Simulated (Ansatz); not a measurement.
Reaction (ligand exchange at the Si–F bond): `N[Si@H](F)N[Si@H](N)F` + HCl → `N[Si@H](F)N[Si@@H](N)Cl` + H–F

Calculated with Ansatz (gas phase, PBE0-D4/def2-TZVP geometries, no zero-point term in ΔE). CCSD(T)/CBS adds triple-zeta CCSD(T) − MP2 to the extrapolated MP2 energy (def2 sets, frozen cores). This one scheme is used for every species. Functionals use def2-TZVPP. B3LYP here is the variant with VWN-RPA as its local correlation; programs differ in this. One conformer a species, not always the lowest.

| level | ΔE (kcal/mol) | difference from CCSD(T)/CBS |
| --- | --- | --- |
| PBE-D4 | 10.8 | -0.8 |
| r2SCAN-D4 | 12.5 | 0.9 |
| PBE0-D4 | 10.6 | -1.0 |
| B3LYP-D4 | 12.8 | 1.2 |
| ωB97X-V | 12.5 | 0.9 |
| r2SCAN | 12.7 | 1.1 |
| PBE0 | 11.2 | -0.4 |
| B3LYP | 13.9 | 2.3 |
| HF/def2-TZVPP | 14.2 | 2.6 |
| SCS-MP2/def2-TZVPP | 12.4 | 0.8 |
| CCSD/def2-TZVPP | 13.1 | 1.5 |
| HF/def2-QZVPP | 14.5 | 2.9 |
| MP2/def2-QZVPP | 10.6 | -1.0 |
| SCS-MP2/def2-QZVPP | 11.8 | 0.2 |
| HF/CBS(def2) | 14.6 | 3.0 |
| MP2/CBS(def2) | 10.1 | -1.5 |
| CCSD(T)/CBS | 11.6 | 0 |

Largest T1 diagnostic among the species: 0.011.

The D4 term adds −1.0 kcal/mol with B3LYP and −0.6 kcal/mol with PBE0; it sums over pairs of atoms, weighted by their polarisabilities, and B3LYP, whose exchange is more repulsive, gets the larger term. In def2-TZVPP, CCSD(T) changes the Hartree–Fock value by −1.5 kcal/mol (the triples alone add −0.4 kcal/mol) and MP2 by −3.0 kcal/mol.
